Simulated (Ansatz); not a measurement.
Born–Oppenheimer molecular dynamics of CH$_{8}$SSi$_{2}$ (12 atoms, charge 0, multiplicity 1). It starts at the highest image of a converged band. Of that band: Neighbouring images differ by up to 1.3 eV, so the band resolves the path poorly. A vibrational analysis at the climbing image gives one clearly imaginary mode, 1096i cm⁻¹: a first-order saddle point.

Level of theory: RKS PBE0-D4/def2-SVP in Ansatz.

```
ensemble                      : NVE (velocity Verlet)
time step                     : 0.5 fs
steps asked                   : 200
starting velocities drawn for : 300 K
seed                          : 10141
```

First frame:

```xyz
12
Properties=species:S:1:pos:R:3
Si -0.543 -0.360 -0.878
Si 1.704 0.274 0.308
S -0.378 -2.344 -1.317
H 0.842 -1.134 -0.475
H -0.329 0.684 -1.927
C -1.666 0.254 0.479
H 1.816 -0.255 1.698
H 1.343 1.726 0.335
H 2.973 0.079 -0.450
H -2.704 0.104 0.133
H -1.534 -0.348 1.390
H -1.523 1.321 0.704
```

**Question.** How far do the bonds stretch over the last three quarters of this one trajectory? (Pairs bonded in most of those frames.)

**Answer.** 
| bond | mean (Å) | spread (Å) | shortest | longest |
| --- | --- | --- | --- | --- |
| Si1–Si2 | 2.375 | 0.133 | 2.18 | 2.56 |
| Si1–S3 | 2.202 | 0.098 | 2.05 | 2.34 |
| Si1–H5 | 1.508 | 0.040 | 1.43 | 1.58 |
| Si1–C6 | 1.888 | 0.025 | 1.85 | 1.93 |
| Si2–H7 | 1.505 | 0.013 | 1.48 | 1.53 |
| Si2–H8 | 1.507 | 0.051 | 1.43 | 1.59 |
| Si2–H9 | 1.505 | 0.054 | 1.42 | 1.59 |
| S3–H4 | 1.425 | 0.152 | 1.18 | 1.67 |
| C6–H10 | 1.106 | 0.016 | 1.08 | 1.14 |
| C6–H11 | 1.104 | 0.018 | 1.07 | 1.13 |
| C6–H12 | 1.107 | 0.017 | 1.08 | 1.14 |

Mean temperature of the second half: 1004 K. The conserved energy stayed within 0.55 meV per atom of its start (net change -0.18 meV per atom), so the integration is sound. The system heated up, since it started high on the potential surface and ran downhill. A run of 0.1 ps of so small a system gives no equilibrium averages. The orbitals stay closed-shell, which can raise the energy where a bond breaks towards radicals; this wasn't checked here.

The run took 9.2 min on 2 threads of Arm Neoverse V1, with other jobs on the host, peak memory 0.24 GiB.
